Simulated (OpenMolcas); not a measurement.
Mo3+ (d3) in a complex was computed by CASSCF with the d shell active (OpenMolcas, ANO-RCC-VDZP on the metal). Its lowest spin-free states, and all those of the highest spin:

| 2S+1 | Degeneracy | E (cm-1) |
| --- | --- | --- |
| 4 | 3 | 0.0 |
| 2 | 2 | 5292 |
| 4 | 3 | 6911 |
| 2 | 3 | 10506 |
| 2 | 3 | 11705 |
| 2 | 3 | 14338 |
| 4 | 1 | 14622 |
| 4 | 3 | 14876 |
| 2 | 1 | 15452 |
| 2 | 3 | 18059 |
| 2 | 2 | 18859 |
| 2 | 3 | 18982 |

Task: Is the site octahedral, tetrahedral or cube-like, axial, or of lower symmetry?

Result: The states with 2S+1 = 4 have orbital degeneracies 3, 3, 1, 3. Threefold states need a cubic site. For d3 at this spin an octahedron puts the single A2 below the threefold T2 and a tetrahedron or cube puts the threefold T1 below the threefold T2, so the site is a tetrahedron or a cube, which this pattern cannot tell apart. The run had Mo3+ with 4 ligands (bromide) in tetrahedral coordination (Td) at 2.47 Å. A charge of +0.25 e stands 2.6 Å behind each ligand. Ligand basis ANO-RCC-VDZP.

An orbital triplet at a regular site is open to Jahn-Teller coupling, which can distort the site and quench the lowest spin-orbit gaps and is left out. Without dynamic correlation the repulsion within the d shell is too large (B by tens of per cent), so at a given field states of lower spin stand too high. This shell can be high or low spin here, a state of another spin lies low, and with metal d orbitals alone active their balance is uncertain, so the ground spin may be wrong. The least metal-like active orbital is 78 % on the metal (Löwdin) and no ligand orbital is active, so the numbers are rough. With metal d orbitals alone the field can be off either way by tens of per cent. Ligand-to-metal charge-transfer states are missing. With no ligand orbital active B as a rule stays too high, so bands that hang on it stand too high and its fall with covalency is understated. No measured value stands beside these numbers; the geometry is a model, was not optimised and need not be the one that this ion takes.
